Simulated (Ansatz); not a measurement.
Geometry optimisation, Ansatz, RKS BLYP-D4/def2-SVP.

The input (input.yaml):

```yaml
crystal:
  periodic: [false, false, false]
  atoms:
    - { symbol: Al, position_ang: [0.039706, -0.312, 0.227977] }
    - { symbol: "N", position_ang: [-0.054272, -0.175149, 2.09812] }
    - { symbol: H, position_ang: [-0.89456, -0.401294, 2.637823] }
    - { symbol: H, position_ang: [0.780656, -0.359334, 2.661933] }
    - { symbol: O, position_ang: [1.6299, -0.272755, -0.41062] }
    - { symbol: H, position_ang: [1.787492, -0.412128, -1.360437] }
    - { symbol: O, position_ang: [-1.316112, -0.576942, -0.785972] }
    - { symbol: H, position_ang: [-2.224764, -0.710788, -0.471619] }
    - { symbol: Cl, position_ang: [-0.286594, 3.044077, 0.840617] }
    - { symbol: H, position_ang: [-0.157752, 2.037213, 1.729778] }
basis:
  gaussian: { orbitals: def2-SVP }
hamiltonian:
  xc: blyp
  dispersion: d4
relax:
  f_tol: 0.03
  max_steps: 50
output:
  orbitals: {}
```

Launched with:

```bash
$ ansatz run input.yaml --threads 2 --pin off --max-ram 3072MiB --backend cpu --events-out ev --progress --plain --runs-dir out
```

Task: Where does it end, and by what steps?

Result: The run converged. After 14 steps the energy has fallen by 2.002 eV; H10 moved furthest, 1.32 Å. Parted: Cl9–H10 (1.35 → 3.10 Å). Joined: Al1–Cl9 (3.43 → 2.16 Å), N2–H10 (2.25 → 1.03 Å).

```json
{"step": "0", "energy less start (eV)": "0.0000", "largest force component (eV/Å)": "1.337", "accepted": "yes"}
{"step": "1", "energy less start (eV)": "-0.1556", "largest force component (eV/Å)": "0.462", "accepted": "yes"}
{"step": "2", "energy less start (eV)": "-0.2177", "largest force component (eV/Å)": "0.838", "accepted": "yes"}
{"step": "3", "energy less start (eV)": "-0.2812", "largest force component (eV/Å)": "0.853", "accepted": "yes"}
{"step": "4", "energy less start (eV)": "-0.4433", "largest force component (eV/Å)": "1.143", "accepted": "yes"}
{"step": "5", "energy less start (eV)": "-0.7930", "largest force component (eV/Å)": "1.717", "accepted": "yes"}
{"step": "6", "energy less start (eV)": "-1.3605", "largest force component (eV/Å)": "1.495", "accepted": "yes"}
{"step": "7", "energy less start (eV)": "-1.6010", "largest force component (eV/Å)": "2.529", "accepted": "yes"}
{"step": "8", "energy less start (eV)": "-1.6090", "largest force component (eV/Å)": "3.015", "accepted": "yes"}
{"step": "9", "energy less start (eV)": "-1.9170", "largest force component (eV/Å)": "0.631", "accepted": "yes"}
{"step": "10", "energy less start (eV)": "-1.9701", "largest force component (eV/Å)": "0.356", "accepted": "yes"}
{"step": "11", "energy less start (eV)": "-1.9964", "largest force component (eV/Å)": "0.084", "accepted": "yes"}
{"step": "12", "energy less start (eV)": "-1.9996", "largest force component (eV/Å)": "0.066", "accepted": "yes"}
{"step": "13", "energy less start (eV)": "-2.0009", "largest force component (eV/Å)": "0.043", "accepted": "yes"}
{"step": "14", "energy less start (eV)": "-2.0016", "largest force component (eV/Å)": "0.011", "accepted": "yes"}
```

```xyz
10
Properties=species:S:1:pos:R:3
Al -0.110 0.385 0.113
N 0.014 0.158 2.115
H -0.723 -0.483 2.444
H 0.934 -0.246 2.344
O 1.484 -0.241 -0.194
H 1.839 -0.324 -1.092
O -1.518 -0.592 -0.182
H -2.148 -0.373 -0.887
Cl -0.381 2.521 -0.106
H -0.087 1.055 2.613
```

Whether the end is a true minimum wasn't checked by a vibrational analysis.

Run time: 28 s on 2 threads of Intel(R) Xeon(R) Platinum 8259CL CPU @ 2.50GHz (Skylake/Cascade Lake), on a shared host, peak memory 0.17 GiB.
